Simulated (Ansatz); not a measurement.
Compare A (`CB(C)[SiH2]F`) with its isomer B (`BC[SiH2]CF`).

Calculated with Ansatz (gas phase, PBE0-D4/def2-TZVP geometries, no zero-point term in ΔE). CCSD(T)/CBS adds triple-zeta CCSD(T) − MP2 to the extrapolated MP2 energy (def2 sets, frozen cores). DFT in def2-TZVPP. B3LYP here is the variant with VWN-RPA as its local correlation; programs differ in this. Each species was taken in one conformer, which may not be the lowest.

Problem. Which is lower in electronic energy at CCSD(T)/CBS, and by how much? (Best estimate.)

Solution. Computed: A, by 52.6 kcal/mol.

Problem. Give E(B) − E(A) in kcal/mol with HF/def2-TZVPP, CCSD(T)/def2-TZVPP, B3LYP-D4, B2PLYP, r2SCAN-D4, MP2/def2-TZVPP, PBE-D4. (An estimate is asked.)

Solution. The calculation gave: HF/def2-TZVPP 51.5, CCSD(T)/def2-TZVPP 51.7, B3LYP-D4 51.6, B2PLYP 52.1, r2SCAN-D4 52.6, MP2/def2-TZVPP 52.8, PBE-D4 51.1. None reverses the order clearly.

Problem. Does the order hold for the free energy at 298.15 K (harmonic terms from PBE0-D4)? (Estimate.)

Solution. The calculation gave: Yes: G(B) − G(A) = +51.9 kcal/mol, for one conformer each. Modes under 60 cm⁻¹, often nearly free rotors, make the harmonic entropy too high.

Largest T1 diagnostic: 0.011.

At CCSD(T), def2-SVP lies −2.6 kcal/mol from the extrapolated value and def2-TZVPP −0.9 kcal/mol. Leaving LDA and LC-ωPBE aside and taking each functional with its dispersion term where it has one, the values, not all of them listed here, spread over 4.5 kcal/mol, from revPBE-D4 to B97M-V. LDA lies +0.9 kcal/mol from PBE without D4.
